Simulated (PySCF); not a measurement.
**C: excitation energy**

C [He] 2s2 2p2 (3P) → C [He] 2s2 2p1 3s1 (3P), as a difference of total energies. All numbers are calculated (PySCF 2.14, scalar relativity by spin-free X2C-1e, in aug-cc-pCVTZ-DK with one added diffuse shell each of s, p, d, f type (8s7p5d3f, 75 functions)). Correlated levels: valence: 1s2 frozen. The calculations carry no spin-orbit coupling.

```csv
method,excitation energy (eV),error (eV)
UHF,7.246,-0.236
MP2 (valence),7.565,+0.083
SCS-MP2 (valence),7.458,-0.024
CCSD (valence),7.409,-0.073
CCSD(T) (valence),7.416,-0.066
```

Reference: 7.482 eV (measured; NIST levels, between the centres of gravity of the two terms).

Errors of the correlated levels include the incompleteness of this basis and the frozen core.
